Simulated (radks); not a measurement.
Gd4+, configuration [Kr] 4d10 4f8 5s2 5p4 (not the ground configuration). All-electron calculation, scalar-relativistic Kohn-Sham, r2SCAN, spin-polarised, spherical densities, finite nucleus; open shells are filled with parallel spins first (spin-orbit coupling, left out, can overturn this in heavy ions); meta-GGA in the generalised Kohn-Sham scheme; Fermi nuclear charge, rms radius 5.1569 fm. Program: a radial shooting solver on a logarithmic mesh with Libxc functionals.

Radial electron density D(r) = 4 pi r^2 rho(r):

| r (bohr) | D(r) (e/bohr) | spin D(r) |
|---|---|---|
| 0.0007859 | 2.767 | 0.0000151 |
| 0.001048 | 4.455 | 0.0000250 |
| 0.001398 | 7.090 | 0.0000421 |
| 0.001865 | 11.11 | 0.0000723 |
| 0.002487 | 17.07 | 0.000129 |
| 0.003317 | 25.53 | 0.000241 |
| 0.004424 | 36.84 | 0.000483 |
| 0.005901 | 50.73 | 0.00103 |
| 0.007871 | 65.67 | 0.00232 |
| 0.0105 | 78.51 | 0.00529 |
| 0.014 | 85.15 | 0.0119 |
| 0.01867 | 83.32 | 0.0252 |
| 0.02491 | 76.93 | 0.0483 |
| 0.03322 | 76.94 | 0.0788 |
| 0.04431 | 91.63 | 0.0993 |
| 0.05909 | 110.5 | 0.0771 |
| 0.07819 | 109.9 | 0.0134 |
| 0.1043 | 90.36 | 0.0143 |
| 0.1391 | 87.25 | 0.269 |
| 0.1855 | 100.2 | 0.833 |
| 0.2474 | 79.98 | 1.86 |
| 0.33 | 45.29 | 3.99 |
| 0.4402 | 46.21 | 6.66 |
| 0.5871 | 47.61 | 7.26 |
| 0.783 | 27.98 | 6.00 |
| 1.044 | 14.06 | 5.00 |
| 1.393 | 8.404 | 3.58 |
| 1.858 | 3.589 | 1.53 |
| 2.478 | 0.7439 | 0.306 |
| 3.305 | 0.06159 | 0.0233 |
| 4.408 | 0.001714 | 0.000529 |

D(r) has 4 maxima, at r = 0.0152, 0.0677, 0.189, 0.521 bohr, and minima at 0.0290, 0.124, 0.372 bohr, inside which lie 1.94, 11.18, 29.37 electrons.
